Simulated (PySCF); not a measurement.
Compound: C4H5FO2Si.
Geometry (GFN2-xTB, Å), atoms numbered from 1 in this order:
```
atom  x, y, z in Å
O1     0.390    2.043    1.271
C2    -0.233    1.174    0.728
O3    -1.587    1.132    0.698
C4    -2.017   -0.010   -0.012
C5    -0.758   -0.694   -0.435
C6     0.296    0.000   -0.001
Si7    2.142   -0.272   -0.166
F8     2.270   -1.640   -1.015
H9    -2.632   -0.634    0.647
H10   -2.632    0.304   -0.863
H11   -0.764   -1.605   -1.002
H12    2.760   -0.553    1.118
H13    2.762    0.754   -0.987
```

Theory: TDDFT PBE0/def2-SVPD, vertical, gas phase, core orbitals frozen in the response in PySCF.

Ground-to-excited transition dipoles (e·a0, same axes as the geometry; the sign carries no meaning), for the states with f of 0.002 or more among the lowest 8:

```tsv
state	E (eV)	μx	μy	μz
S2	6.109	0.978	0.553	0.346
S3	6.646	-0.591	-0.440	-0.272
S4	6.677	0.014	-0.053	0.110
S5	7.048	0.158	0.015	0.010
S8	7.449	-0.198	0.307	0.192
```

**Question.** What oscillator strength does each state have?

**Answer.** f = (2/3) ΔE |μ|² with ΔE in hartree (27.2114 eV).

```tsv
state	|μ|² (au)	|μ| (D)	f
S2	1.382	2.99	0.207
S3	0.616	2.00	0.100
S4	0.015	0.31	0.002
S5	0.025	0.40	0.004
S8	0.170	1.05	0.031
```

**Question.** What is the point group, and which symmetry does each of these states have?

**Answer.** Cs. Polarised normal to the mirror plane, so A″: S4. Polarised in the mirror plane, so A′: S2, S3, S5 and S8.

**Question.** Which bond between heavy atoms lies closest to the direction of the S2 transition dipole?

**Answer.** C5–C6, at 4° from it; next O1–C2 at 25°.

**Question.** What angle do the transition dipoles of S2 and S3 make?

**Answer.** |cos θ| = |μa·μb| / (|μa| |μb|) = 0.99, so θ ≈ 7° (taken between 0 and 90°, since the signs are arbitrary).

**Question.** What peak molar absorption coefficient would the strongest computed level give as a lone Gaussian band 0.5 eV wide at half height?

**Answer.** ε(max) = 2.175×10⁸ f / FWHM, with the width in cm⁻¹. S2: 2.175×10⁸ × 0.2069 / 4033 ≈ 11000 L mol⁻¹ cm⁻¹.

On Arm Neoverse N1, one thread, shared host with 64 logical CPUs at a one-minute load of 60, this took 71 s of wall time and 0.84 GiB of memory at its peak.

One conformer stands for the species.
